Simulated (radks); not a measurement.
The numbers below are computed, except where a source is named.
Effect of the nuclear size on neutral potassium, [Ar] 4s1. Level of theory: Dirac Kohn-Sham, relativistic LDA (MacDonald-Vosko exchange, VWN5 correlation), spin-unpolarised, spherical densities, finite nucleus; Fermi nuclear charge, rms radius 3.4349 fm (a radial shooting solver on a logarithmic mesh with Libxc functionals). The rms radius is varied about that value; shifts are against it.

| rms radius (fm) | total energy shift (eV) | density at nucleus (e/bohr^3) | 1s1/2 shift (meV) | 2s1/2 shift (meV) |
|---|---|---|---|---|
| 2.8132 | -0.00770 | 5163 | -3.24 | -0.250 |
| 3.3284 | -0.00142 | 5143 | -0.599 | -0.046 |
| 3.4349 | 0 | 5139 | 0.000 | 0.000 |
| 3.6753 | 0.00338 | 5131 | 1.42 | 0.109 |
| 4.0944 | 0.00980 | 5118 | 4.12 | 0.318 |

Slopes of the eigenvalues against <r^2> in GHz/fm^2, as finite differences over the two radii next to the reference (eigenvalue slopes, not the field-shift constants of lines): 1s1/2 201, 2s1/2 15.5.
